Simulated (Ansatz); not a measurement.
Molecule: sum formula YOBr, net charge 0, singlet state. 
Structure (B3LYP-D3(BJ)/def2-TZVP (Ansatz, a first-principles code) minimum search):
```xyz
3

Y      0.9926    -0.3896     0.0860
O      1.9097    -0.1887    -1.4605
Br    -1.5426     0.4773     0.2380
```

Basis-set convergence of Hartree-Fock and MP2 correlation energies (hartree) with Ansatz. Correlated levels leave the core frozen unless marked. No spin-orbit coupling. Frozen are the shells of the preceding noble gas and the d and f shells that filled before the atom's block. Past Kr the def2 sets carry scalar-relativistic core potentials.

| basis | functions | E(HF) | E(corr, MP2) |
|---|---|---|---|
| def2-SVPD | 98 | -2684.88755 | -0.40216 |
| def2-TZVPPD | 153 | -2685.30082 | -0.48633 |
| def2-QZVPPD | 245 | -2685.35603 | -0.52532 |

Extrapolating the two largest sets (X = 3 and 4) as X^-3: E(corr) = (64·(-0.52532) - 27·(-0.48633))/37 = -0.5538 Eh, an estimate of the basis-set limit. The largest set recovers 94.9 % of it, the smallest 72.6 %.
